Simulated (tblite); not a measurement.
Species: C5H8NPS.
SMILES: `c1(N(C)C)scpc1`

Calculated harmonic vibrations of the isolated species, GFN2-xTB (tblite), most abundant isotopes, no scaling. This tight-binding method is rough: wavenumbers can miss measured ones by several per cent, in bad cases by 10 to 20.

Harmonic wavenumbers (cm⁻¹): 52.4, 117.7, 124.6, 138.7, 235.8, 245.9, 306.7, 361.6, 408.1, 477.1, 499.4, 530.7, 647.9, 684.4, 709.9, 802.9, 891.0, 936.7, 974.3, 1046.3, 1089.1, 1101.8, 1118.6, 1156.0, 1194.6, 1276.8, 1308.1, 1410.9, 1425.4, 1469.6, 1476.5, 1479.9, 1493.0, 1534.0, 2904.3, 2909.5, 3002.0, 3003.3, 3023.7, 3033.4, 3107.3, 3125.1.

A = 2823, B = 1122, C = 813.3 MHz; mass 145.012 u (most abundant isotopes); point group C1, symmetry number 1.

**Question.** Zero-point energy?

**Answer.** Half the sum of the wavenumbers: 26418 cm⁻¹ = 75.53 kcal/mol.

**Question.** What is S at 273.15 K and 1 bar for an ideal gas of classical rigid rotors and harmonic oscillators?

**Answer.** Translation 40.42, rotation 28.95, vibration 22.52: S = 91.9 cal/(mol K).

**Question.** And Cp and H(273.15 K) − H(0)?

**Answer.** Cp = 32.63 cal/(mol K), of which vibrations give 24.68 (their classical limit is 42 R = 83.5); H(273.15 K) − H(0) = 5.54 kcal/mol without the zero-point energy, 3.37 from vibrations.

**Question.** What must be added to the electronic energy to get the Gibbs energy at 273.15 K and 1 bar?

**Answer.** ZPE + [H(273.15 K) − H(0)] − T·S = 75.53 + 5.54 − 25.10 = 55.97 kcal/mol.

**Question.** Which modes carry the vibrational entropy at 273.15 K?

**Answer.** 52.4 cm⁻¹: 4.55; 117.7 cm⁻¹: 2.97; 124.6 cm⁻¹: 2.86; 138.7 cm⁻¹: 2.65; 235.8 cm⁻¹: 1.68; 245.9 cm⁻¹: 1.61 cal/(mol K); the other 36 give 6.20 together.

Hindered rotation and anharmonicity are outside this model. The structure is chiral; the term R ln 2 for an equal mix with its mirror image is left out.

Conformer computed: `[CH3:1][N:2]([CH3:3])[c:4]1[cH:5][p:6][cH:7][s:8]1`: C1–N2–C4–C5 165°.
